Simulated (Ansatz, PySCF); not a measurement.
Reaction (SMILES): CCCl → [CH2]C + Cl atom (the C-Cl bond at the site shown breaks; other sites are not compared here)
Structures are relaxed separately at B3LYP-D3(BJ)/def2-TZVP in Ansatz (a program for electronic structure).
Geometry of the first species:
SMILES: CCCl
```xyz
8

C      0.0132     0.8176    -0.0128
C      1.5157     0.6457    -0.0186
Cl    -0.8344    -0.7820     0.0168
H     -0.3333     1.3555     0.8664
H     -0.3433     1.3280    -0.9043
H      1.9943     1.6284    -0.0365
H      1.8521     0.1152     0.8721
H      1.8422     0.0878    -0.8961
```

Wanted: bond dissociation energy (0 K, with B3LYP-D3(BJ) harmonic zero-point energies from PySCF), in kcal/mol. Valence correlation only, unless marked. Open shells are spin-unrestricted. No spin-orbit coupling. No relativistic terms. CBS marks a two-point X^-3 extrapolation of the correlation energy; Hartree-Fock from the larger set. The bracket is a focal-point correction in the basis named.

Level to compare with: RI-MP2/CBS(aug-cc-pV(T+d)Z,aug-cc-pV(Q+d)Z)+[CCSD(T)-MP2]/aug-cc-pV(T+d)Z (Ansatz), 84.5 kcal/mol. It is a level with limits of its own, and the differences hold the functionals' basis error too.

Question: Rank these functionals by how close they come to RI-MP2/CBS(aug-cc-pV(T+d)Z,aug-cc-pV(Q+d)Z)+[CCSD(T)-MP2]/aug-cc-pV(T+d)Z, closest first: revPBE/def2-TZVPD (Ansatz); SVWN5/def2-TZVPD (Ansatz); M06-2X/def2-TZVPD (PySCF).

Answer: M06-2X/def2-TZVPD (hybrid meta-GGA, 84.2 kcal/mol, difference -0.3), revPBE/def2-TZVPD (GGA, 78.6 kcal/mol, difference -5.9), SVWN5/def2-TZVPD (LDA, 101.8 kcal/mol, difference 17.3)
